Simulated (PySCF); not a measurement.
**Dipole response of Re²⁺ (rhenium, charge +2)**

[Xe] 4f14 5d5, high-spin 6S determinant. Computed with PySCF 2.14 in aug-cc-pVQZ-PP with ECP60MDF, with a scalar-relativistic core potential. Coupled (time-dependent) response in atomic units; α is the mean over directions.

```tsv
method	mean α (bohr³)	C₆ (like pair)	S(−4)
r2SCAN0	11.66	72.61	43.74
```

S(−4) is the Cauchy moment in α(ω) = α(0) + S(−4) ω² + …

α(iu) at r2SCAN0:

```
u (hartree)  α(iu) (bohr³)
          0          11.66
     0.0500          11.55
      0.100          11.25
      0.200          10.26
      0.300          9.122
      0.500          7.157
      0.750          5.444
       1.00          4.278
       1.50          2.829
       2.00          1.995
       3.00          1.124
       5.00         0.4848
```

For an ion, C₆ is the dispersion term alone; charge-induced terms of lower order in 1/R come first.

Energies and moments cover only the electrons outside the core potential. Spin-orbit coupling, which splits the p, d and f shells strongly at this Z, is absent.
